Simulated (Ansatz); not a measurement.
Born–Oppenheimer molecular dynamics of CH$_{2}$FGeNOS (8 atoms, charge 0, multiplicity 1). It starts at the highest image of a converged band, a first-order saddle point between two minima.

Theory: RKS B3LYP-D4/def2-SVP in Ansatz 0.2.0.

```
ensemble                      : NVE (velocity Verlet)
time step                     : 0.5 fs
steps asked                   : 200
starting velocities drawn for : 300 K
seed                          : 4788
```

First frame:

```xyz
8
Properties=species:S:1:pos:R:3
O 2.200 0.172 0.825
C 0.954 0.219 0.623
N 0.626 -0.421 -0.496
Ge -1.202 -0.133 -0.369
F -1.828 0.951 -1.572
S -0.438 0.933 1.508
H 1.983 -0.494 -0.314
H -2.204 -1.283 -0.260
```

(1) How far do the bonds stretch over the last three quarters of this one trajectory? (Pairs bonded in most of those frames.)

Answers

(1) 
```json
{"bond": "O1–C2", "mean (Å)": "1.202", "spread (Å)": "0.028", "shortest": "1.14", "longest": "1.25"}
{"bond": "C2–N3", "mean (Å)": "1.406", "spread (Å)": "0.057", "shortest": "1.29", "longest": "1.51"}
{"bond": "C2–S6", "mean (Å)": "1.928", "spread (Å)": "0.081", "shortest": "1.80", "longest": "2.08"}
{"bond": "N3–Ge4", "mean (Å)": "1.970", "spread (Å)": "0.189", "shortest": "1.74", "longest": "2.32"}
{"bond": "N3–H7", "mean (Å)": "1.069", "spread (Å)": "0.095", "shortest": "0.89", "longest": "1.25"}
{"bond": "Ge4–F5", "mean (Å)": "1.748", "spread (Å)": "0.025", "shortest": "1.70", "longest": "1.78"}
{"bond": "Ge4–S6", "mean (Å)": "2.202", "spread (Å)": "0.094", "shortest": "2.08", "longest": "2.38"}
{"bond": "Ge4–H8", "mean (Å)": "1.535", "spread (Å)": "0.035", "shortest": "1.48", "longest": "1.59"}
```

Mean temperature of the second half: 1578 K. The conserved energy stayed within 1.6 meV per atom of its start (net change 0.024 meV per atom), so the integration is sound. The kinetic energy rose, since the run started high on the potential surface and went downhill. A run of 0.1 ps of so small a system gives no equilibrium averages. The orbitals stay closed-shell, which can raise the energy where a bond breaks towards radicals; this wasn't checked here.

Time of the run: 5.3 min on 2 threads of AMD EPYC 9R45 96-Core Processor (Zen 5), with other jobs on the host, peak memory 0.31 GiB.
